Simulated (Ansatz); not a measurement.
Mulliken charges of `[NH2][Zn][SiH2]F` from PBE/def2-TZVPP in Ansatz (PBE0-D4/def2-TZVP geometry).

| atom | x (Å) | y (Å) | z (Å) | charge (e) |
| --- | --- | --- | --- | --- |
| N1 | -1.001 | 2.161 | -0.288 | -0.417 |
| Zn2 | -0.242 | 0.522 | -0.071 | 0.102 |
| Si3 | 0.759 | -1.570 | 0.356 | 0.479 |
| F4 | 0.836 | -2.430 | -1.008 | -0.289 |
| H5 | -1.993 | 2.265 | -0.439 | 0.139 |
| H6 | -0.515 | 2.906 | -0.761 | 0.139 |
| H7 | 2.153 | -1.460 | 0.871 | -0.077 |
| H8 | 0.002 | -2.395 | 1.340 | -0.077 |

By hand: the dipole of these point charges (1 e Å = 4.8032 D).

Σ q r = (0.000, 0.118, 0.238) e Å, of length 0.266 e Å = 1.28 D.

How does the dipole of the full density compare? (Estimate.)

Computed: (-0.115, 0.284, 0.039) e Å, 1.48 D; the point charges give 0.86 times that, at 59° from its direction.

Point charges leave out the atoms' own dipoles, such as those of lone pairs, and Mulliken's split depends on the basis, so the two needn't agree.
